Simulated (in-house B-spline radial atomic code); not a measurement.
A run on Tc⁺ (an excited or competing configuration) that did not converge. Method: scalar-relativistic (X2C) wB97X, spin-polarised, spherical fractional occupations, exact exchange averaged over the configuration, Fermi nucleus of rms radius 4.41117 fm; computed with an all-electron radial atomic-structure program (B-spline basis).

Command:
```bash
python run_scf.py task.json out
```
Settings (nuclear radius in fm, mass in u):
```
Z                43
configuration    [Ar] 3d9 4s2 4p6 4d5 5s1 6f1
hamiltonian      x2c
method           wb97x
spin_polarised   True
nucleus          fermi
rms_radius       4.41117
atomic_mass      96.90636
speed_of_light   137.035999084
exact_exchange   averaged over the configuration
```

First and last ten iterations of the last attempt (damped for 15 steps, keeping 80 % of the old Fock matrix, then DIIS):
```
 iter        energy (Eh)    residual
    1       -4265.868783    4.46e-01
    2       -4271.820980    2.90e-01
    3       -4273.503744    2.06e-01
    4       -4274.344570    1.46e-01
    5       -4274.763342    1.02e-01
    6       -4274.978151    7.18e-02
    7       -4275.087979    5.25e-02
    8       -4275.141872    3.81e-02
    9       -4275.168165    2.76e-02
   10       -4275.181024    2.00e-02
  111       -4275.195224    1.32e-06
  112       -4275.195224    1.19e-06
  113       -4275.195224    7.50e-07
  114       -4275.195224    1.74e-06
  115       -4275.195224    1.58e-06
  116       -4275.195224    2.24e-06
  117       -4275.195224    2.43e-06
  118       -4275.195224    1.67e-06
  119       -4275.195224    2.79e-06
  120       -4275.195224    2.28e-06
 not converged after 120 iterations
```

The smallest residual met was 7.5e-07; the threshold is about 4e-07. Over the last five steps the energy moves by less than 1e-08 hartree, but the orbitals didn't meet the threshold. Run time, properties included: 32 s on 1 thread of Arm Neoverse V2, with other jobs on the host.
